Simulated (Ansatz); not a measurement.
Geometry optimisation, RKS PBE/def2-mTZVP in Ansatz 0.2.0.

input.yaml

```yaml
crystal:
  periodic: [false, false, false]
  atoms:
    - { symbol: Sn, position_ang: [-0.111616, 0.093916, 0.027905] }
    - { symbol: O, position_ang: [-0.148291, 0.04747, 2.010199] }
    - { symbol: H, position_ang: [-0.967926, 0.43233, 2.373511] }
    - { symbol: H, position_ang: [1.531088, 0.316992, -0.428482] }
    - { symbol: H, position_ang: [-1.083407, 1.459671, -0.417354] }
    - { symbol: H, position_ang: [-0.795619, -1.353332, -0.624792] }
    - { symbol: "N", position_ang: [1.551617, -2.44802, 1.334506] }
    - { symbol: H, position_ang: [0.916756, -2.813997, 0.622173] }
    - { symbol: H, position_ang: [2.259503, -1.875265, 0.871013] }
    - { symbol: H, position_ang: [1.006595, -1.834765, 1.972821] }
basis:
  gaussian: { orbitals: def2-mTZVP }
hamiltonian:
  xc: pbe
relax:
  f_tol: 0.03
  max_steps: 50
output:
  orbitals: {}
```

Command:

```bash
$ ansatz run input.yaml --threads 2 --pin off --max-ram 3072MiB --backend cpu --events-out ev --progress --plain --runs-dir out
```

Q: Where does it end, and by what steps?

A: It converged. The force dipped under the threshold on the way, but the program's further checks kept it going. After 14 steps the energy has fallen by 0.071 eV; H9 moved furthest, 0.74 Å.

```
step  energy less start (eV)  largest force component (eV/Å)  accepted
   0                  0.0000                           0.784       yes
   1                 -0.0478                           0.249       yes
   2                 -0.0548                           0.219       yes
   3                 -0.0603                           0.248       yes
   4                 -0.0616                           0.273       yes
   5                 -0.0580                           0.475        no
   6                 -0.0664                           0.109       yes
   7                 -0.0679                           0.041       yes
   8                 -0.0682                           0.032       yes
   9                 -0.0683                           0.082       yes
  10                 -0.0691                           0.031       yes
  11                 -0.0698                           0.023       yes
  12                 -0.0698                           0.113       yes
  13                 -0.0705                           0.046       yes
  14                 -0.0706                           0.022       yes
```

```xyz
10
Properties=species:S:1:pos:R:3
Sn -0.327 0.428 -0.203
O -0.027 0.006 1.750
H -0.844 0.119 2.270
H 1.267 0.690 -0.784
H -1.329 1.831 -0.302
H -1.088 -0.929 -0.952
N 1.664 -2.686 1.731
H 1.179 -3.215 1.001
H 2.554 -2.381 1.326
H 1.109 -1.839 1.904
```

Whether the end is a true minimum wasn't checked by a vibrational analysis.

Run time: 28 s on 2 threads of Arm Neoverse V1 (shared host), peak memory 0.13 GiB.
